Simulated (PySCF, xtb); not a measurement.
B(F)(NCO)2 (C₂BFN₂O₂), SMILES O=C=NB(F)N=C=O.

GFN2-xTB (xtb 6.7.1) at its own geometry gives an orbital gap of 4.87 eV and a dipole moment of 0.09 D.

Coordinates come from a PBE0-D3(BJ)/def2-SVP optimisation. One conformer was computed; it need not be the lowest.

Question: What does M06-2X/def2-TZVP (PySCF) give? (The exact figures need the calculation; the answer reports its results.)

Answer: gap 9.73 eV (levels -10.50 and -0.77 eV), dipole 0.27 D.
